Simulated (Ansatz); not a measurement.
Basis-set extrapolation for C$_{3}$H$_{4}$OSi (`C#CC(=O)[SiH3]`) (PBE0-D4/def2-TZVP geometry, frozen core, Ansatz). Multiplicity 1, RHF reference.

```json
{"": "HF", "def2-TZVPP": "-479.718772", "def2-QZVPP": "-479.735895"}
{"": "MP2 correlation", "def2-TZVPP": "-0.802494", "def2-QZVPP": "-0.858902"}
{"": "CCSD(T) correlation", "def2-TZVPP": "-0.871736", "def2-QZVPP": "not run"}
```

Energies in hartree. Use E(X) = E(∞) + A·exp(−7.88·√X) for Hartree–Fock and E(X) = E(∞) + B·X^(−2.97) for correlation, with X = 3 and 4, and add CCSD(T) minus MP2 of the smaller set to the MP2 limit.

Q: What is the CCSD(T) energy at the basis-set limit?

A: HF limit: -479.735895 + (-0.017123) × 0.13774 = -479.73825. MP2 limit: -0.858902 + (-0.056408) × 0.74074 = -0.90069. Higher-order term: -0.871736 − (-0.802494) = -0.06924. Total: -480.70818 hartree, 308.9 kJ/mol below CCSD(T)/def2-TZVPP.
